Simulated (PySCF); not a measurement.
## As⁺ (arsenic, charge +1) across methods

[Ar] 3d10 4s2 4p2, high-spin 3P determinant. Computed with PySCF 2.14 in dyall-v3z (23s16p10d1f, 128 functions), with scalar relativity by spin-free X2C-1e.

| method | E (hartree) | mean ε 4s α (eV) | mean ε 4s β (eV) | mean ε 4p α (eV) | Σ⟨r²⟩ (bohr²) | ⟨S²⟩ |
| --- | --- | --- | --- | --- | --- | --- |
| LDA | -2256.997 | -24.182 | -22.643 | -14.045 | 29.81 | 2.001 |
| PBE0 | -2260.151 | -25.811 | -23.316 | -15.292 | 29.83 | 2.003 |
| r2SCAN | -2260.400 | -24.648 | -22.392 | -14.451 | 29.70 | 2.004 |
| TPSSh | -2260.365 | -24.939 | -22.554 | -14.670 | 29.78 | 2.003 |
| UHF | -2258.74181 | -30.439 | -25.309 | -18.443 | 30.14 | 2.009 |
| PBE | -2260.119 | -23.987 | -22.240 | -14.015 | 29.89 | 2.002 |
| r2SCANh | -2260.387 | -25.301 | -22.813 | -14.907 | 29.70 | 2.004 |

Question: Estimate the same row for MN15.

Answer: E (hartree) = -2262.110; mean ε 4s α (eV) = -26.290; mean ε 4s β (eV) = -23.939; mean ε 4p α (eV) = -15.907; Σ⟨r²⟩ (bohr²) = 29.84; ⟨S²⟩ = 2.003.
